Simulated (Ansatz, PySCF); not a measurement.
Spin states of C3MoO3 (SMILES [O+]#[C-]->[Mo](<-[C-]#[O+])<-[C-]#[O+]), each relaxed with B3LYP-D3(BJ)/def2-TZVP.
State 1 (charge 0, multiplicity 3):
```xyz
7

Mo     0.3633    -0.5220     0.3647
O      2.7225     0.1307    -1.6672
C      1.8933    -0.1295    -0.9177
O     -2.0666    -1.1039     2.3582
C     -1.1859    -0.9071     1.6515
O     -1.1940     1.6240    -1.2761
C     -0.6347     0.8323    -0.6626
```
State 2 (charge 0, multiplicity 1):
```xyz
7

Mo     0.40171    -0.56554     0.35712
O      2.75206     0.08906    -1.69169
C      1.93559    -0.18100    -0.93297
O     -2.16052    -0.93492     2.21431
C     -1.21549    -0.83784     1.57188
O     -1.21316     1.58394    -1.11189
C     -0.60230     0.77079    -0.55605
```

Singlets are restricted, other states unrestricted; no spin–orbit coupling, no relativity up to Kr; see below for the cores. The largest T1 diagnostic is 0.027.

Correlated levels freeze the inner cores; with def2 sets outer-core shells near the valence are correlated too.

Programs: Ansatz (an electronic-structure program); PySCF for the dispersion terms.  In def2 rows elements past Kr take small-core potentials, without spin–orbit coupling.

```json
[
 {"level": "PBE/def2-TZVPP", "energy of the multiplicity-1 state less that of the multiplicity-3 state (kJ/mol)": "6.0"},
 {"level": "PBE0/def2-TZVPP", "energy of the multiplicity-1 state less that of the multiplicity-3 state (kJ/mol)": "10.5"},
 {"level": "PBE0-D4/def2-TZVPP", "energy of the multiplicity-1 state less that of the multiplicity-3 state (kJ/mol)": "10.2"},
 {"level": "BHLYP/def2-TZVPP", "energy of the multiplicity-1 state less that of the multiplicity-3 state (kJ/mol)": "10.8"},
 {"level": "CAM-B3LYP/def2-TZVPP", "energy of the multiplicity-1 state less that of the multiplicity-3 state (kJ/mol)": "7.2"},
 {"level": "wB97X-V/def2-TZVPP", "energy of the multiplicity-1 state less that of the multiplicity-3 state (kJ/mol)": "-7.8"},
 {"level": "wB97M-V/def2-TZVPP", "energy of the multiplicity-1 state less that of the multiplicity-3 state (kJ/mol)": "-3.3"},
 {"level": "B2PLYP-D3(BJ)/def2-TZVPP", "energy of the multiplicity-1 state less that of the multiplicity-3 state (kJ/mol)": "-3.9"},
 {"level": "CCSD(T)/def2-SVP", "energy of the multiplicity-1 state less that of the multiplicity-3 state (kJ/mol)": "?"}
]
```

Problem. Complete the blanks.

Solution. 
- CCSD(T)/def2-SVP, energy of the multiplicity-1 state less that of the multiplicity-3 state (kJ/mol): 9.0

Doubts at one or more of the structures used: a restricted determinant that unrestricted orbitals would lower (B2PLYP-D3(BJ)/def2-TZVPP, CCSD(T)/def2-SVP).
